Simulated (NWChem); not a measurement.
Molecule: C₂H₅ClF₂Si; SMILES C(Cl)[C@@H]([SiH2]F)F

```xyz
11

F      0.6081    -2.6085    -0.1399
Si     0.8577    -1.0302     0.1573
C     -0.7457    -0.1275    -0.3641
F     -1.8298    -0.8918     0.0354
C     -0.8981     1.2404     0.2720
Cl     0.5469     2.2244    -0.0874
H      1.0597    -0.8563     1.6221
H      2.0371    -0.6051    -0.6376
H     -0.7803    -0.0264    -1.4643
H     -1.7822     1.7713    -0.1079
H     -0.9813     1.1492     1.3643
```
Atoms are numbered in this order, from 1.

Computed with NWChem. All runs use the structure optimised with PBE0/def2-SVP. B3LYP is NWChem's, with the RPA form of VWN correlation.

For level B3LYP/def2-SVP:

highest occupied level (eV): -8.32
orbital gap (eV): 8.49
dipole (D): 1.76

**Question.** Estimate the same quantities for level PBE/def2-SVP.

**Answer.** 
| Item | Value |
|---|---|
| highest occupied level (eV) | -7.04 |
| orbital gap (eV) | 6.35 |
| dipole (D) | 1.63 |
